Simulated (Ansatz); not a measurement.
`CO[Si]1(S)C=N1`, relaxed with RKS PBE-D4/def2-SVP in Ansatz from a rough embedded geometry. The force threshold is 0.03 eV/Å; the program also tests the step.

Charge 0, multiplicity 1.

Start:

```xyz
11

C    -0.250    1.738    0.045
O    -0.692    0.755    0.902
Si   -0.259   -0.834    0.684
S     1.777   -1.177    1.399
C    -0.924   -1.874   -0.513
N    -0.106   -1.062   -1.091
H    -0.497    2.713    0.391
H    -0.667    1.587   -0.964
H     0.898    1.750   -0.102
H     2.270   -0.944    0.112
H    -1.550   -2.651   -0.862
```

(1) By how much does the energy fall, and how many steps does the optimiser take? (An estimate is asked.)

(2) Which bonds change most? (An estimate is asked.)

(3) Give the relaxed structure. (Best estimate.)

Answers

(1) Computed: 0.67 eV, in 14 steps, 1 of them rejected.

(2) Computed: Si3–C5 from 1.719 to 1.777 Å; C5–H11 from 1.058 to 1.113 Å; C1–O2 from 1.377 to 1.423 Å; C1–H9 from 1.158 to 1.112 Å.

(3) The calculation gave: 
```xyz
11

C    -0.208    2.015    0.114
O    -0.825    0.746    0.293
Si   -0.088   -0.736    0.171
S     1.801   -0.743    1.179
C    -0.998   -2.155   -0.393
N    -0.201   -1.732   -1.338
H    -0.786    2.768    0.687
H    -0.214    2.308   -0.958
H     0.844    2.023    0.476
H     2.379   -1.481    0.189
H    -1.705   -3.014   -0.418
```
